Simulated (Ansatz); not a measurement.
Geometry optimisation, Ansatz 0.2.0, RKS PBE0-D4/def2-SVP.

input.yaml

```yaml
crystal:
  periodic: [false, false, false]
  atoms:
    - { symbol: Al, position_ang: [0.081976, 0.46045, -0.287144] }
    - { symbol: F, position_ang: [-0.204117, -0.2068, 2.499783] }
    - { symbol: O, position_ang: [1.616114, -0.081639, -0.777433] }
    - { symbol: H, position_ang: [1.809424, -0.893105, -1.247944] }
    - { symbol: H, position_ang: [-1.29558, -0.161374, -0.710557] }
    - { symbol: O, position_ang: [0.058227, 1.945606, 0.645817] }
    - { symbol: H, position_ang: [0.878724, 2.43408, 0.753898] }
    - { symbol: H, position_ang: [-0.271368, 0.715682, 2.439979] }
basis:
  gaussian: { orbitals: def2-SVP }
hamiltonian:
  xc: pbe0
  dispersion: d4
relax:
  f_tol: 0.03
  max_steps: 50
output:
  orbitals: {}
```

Run as:

```bash
$ ansatz run input.yaml --threads 1 --pin off --max-ram 2048MiB --backend cpu --events-out ev --progress --plain --runs-dir out
```

Task: Where does it end, and by what steps?

Result: The forces met the threshold. The force dipped under the threshold on the way, but the program's further checks kept it going. After 24 steps the energy has fallen by 1.390 eV; H8 moved furthest, 1.27 Å. Parted: F2–H8 (0.93 → 2.52 Å). Joined: Al1–F2 (2.88 → 1.68 Å), O6–H8 (2.20 → 0.97 Å).

| step | energy less start (eV) | largest force component (eV/Å) | accepted |
| --- | --- | --- | --- |
| 0 | 0.0000 | 0.833 | yes |
| 1 | -0.2055 | 0.680 | yes |
| 2 | -0.3849 | 0.936 | yes |
| 3 | -0.4653 | 1.849 | yes |
| 4 | -0.5539 | 0.665 | yes |
| 5 | -0.6002 | 0.417 | yes |
| 6 | -0.6943 | 1.213 | yes |
| 7 | -0.7153 | 3.719 | yes |
| 8 | -1.0762 | 1.277 | yes |
| 9 | -1.2105 | 1.113 | yes |
| 10 | -1.2698 | 0.794 | yes |
| 11 | -1.3046 | 0.530 | yes |
| 12 | -1.3103 | 0.840 | yes |
| 13 | -1.3055 | 1.860 | no |
| 14 | -1.3525 | 0.142 | yes |
| 15 | -1.3671 | 0.169 | yes |
| 16 | -1.3774 | 0.469 | yes |
| 17 | -1.3831 | 0.227 | yes |
| 18 | -1.3820 | 0.283 | no |
| 19 | -1.3861 | 0.052 | yes |
| 20 | -1.3888 | 0.070 | yes |
| 21 | -1.3887 | 0.139 | no |
| 22 | -1.3894 | 0.021 | yes |
| 23 | -1.3874 | 0.312 | no |
| 24 | -1.3900 | 0.026 | yes |

```xyz
8
Properties=species:S:1:pos:R:3
Al -0.169 -0.043 0.257
F -0.264 -0.717 1.798
O 1.427 0.128 -0.398
H 1.866 -0.409 -1.056
H -1.443 -0.197 -0.661
O 0.094 1.807 0.914
H 1.012 1.872 0.582
H 0.150 1.772 1.881
```

Whether the end is a true minimum wasn't checked by a vibrational analysis.

Run time: 75 s on 1 thread of Arm Neoverse V1, with other jobs on the host, peak memory 0.15 GiB.
